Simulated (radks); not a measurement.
Charge is removed step by step from the 5s level of the strontium ion Sr+, starting from [Kr] 5s1. All-electron calculation, scalar-relativistic Kohn-Sham, r2SCAN, spin-unpolarised, spherical densities, finite nucleus; meta-GGA in the generalised Kohn-Sham scheme; Fermi nuclear charge, rms radius 4.224 fm. Program: a radial shooting solver on a logarithmic mesh with Libxc functionals.

removed (e)  E - E(0) (eV)  eigenvalue (eV)
0                    0.000           -8.216
0.25                 2.201           -9.389
0.5                  4.690          -10.519
0.75                 7.451          -11.546

The mean slope of the eigenvalue, de/dn, is 4.44 eV per electron.
